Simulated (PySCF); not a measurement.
# Fine-structure interval of Sm³⁵⁺ by level of theory

Sm³⁵⁺ [Ar] 3d9 [3d3/2^4 3d5/2^5, M_J = 5/2] → Sm³⁵⁺ [Ar] 3d9 [3d3/2^3 3d5/2^6, M_J = 3/2], as a difference of total energies. All numbers are calculated (PySCF 2.14, the two-component X2C-1e Hamiltonian, in an uncontracted even-tempered set (16 s from 6.6 bohr⁻², ratio 2.8; 12 p from 8.6 bohr⁻², ratio 2.8; 8 d from 8.6 bohr⁻², ratio 2.8; 3 f from 34 bohr⁻², ratio 3)). Correlated levels: [Ne] frozen; the 74 highest virtual spinors dropped. "Screened" scales the spin-orbit matrix elements by Boettger's factors to mimic the two-electron term; Breit and QED terms are absent.

```tsv
method	fine-structure interval (cm⁻¹)
GHF (screened spin-orbit)	228940
GMP2 (screened spin-orbit)	228660
GHF (bare spin-orbit)	273310
```
